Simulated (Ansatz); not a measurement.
`N=CC([SiH3])Cl` → `C/C(Cl)=N\[SiH3]`  (isomerisation)

Calculated with Ansatz (gas phase, PBE0-D4/def2-TZVP geometries, no zero-point term in ΔE). CBS: MP2 limit from def2 TZ/QZ plus the TZ coupled-cluster correction, frozen cores. Functionals use def2-TZVPP. B3LYP here is the variant with VWN-RPA as its local correlation; programs differ in this. Each species was taken in one conformer, which may not be the lowest.

| level | ΔE (kcal/mol) | difference from CCSD(T)/CBS |
| --- | --- | --- |
| r2SCAN-D4 | -23.3 | -3.4 |
| r2SCANh-D4 | -23.1 | -3.2 |
| BHLYP-D4 | -22.3 | -2.4 |
| B2PLYP | -22.4 | -2.5 |
| PBE-QIDH | -21.5 | -1.6 |
| PBE | -21.8 | -1.9 |
| B3LYP | -22.9 | -3.0 |
| CCSD/def2-SVP | -18.7 | 1.2 |
| CCSD/def2-TZVPP | -19.6 | 0.3 |
| MP2/def2-QZVPP | -21.7 | -1.8 |
| CCSD(T)/CBS | -19.9 | 0 |

Largest T1 diagnostic among the species: 0.012.

Leaving LDA and LC-ωPBE aside and taking each functional with its dispersion term where it has one, the values, not all of them listed here, spread over 2.8 kcal/mol, from B97M-V to ωB97X-V. LDA lies −1.4 kcal/mol from PBE without D4. At CCSD(T), def2-SVP lies +1.0 kcal/mol from the extrapolated value and def2-TZVPP +0.2 kcal/mol.

CCSD(T)/CBS has its own doubt, a few kJ/mol and more with outer-core shells, so smaller differences from it don't rank the levels.
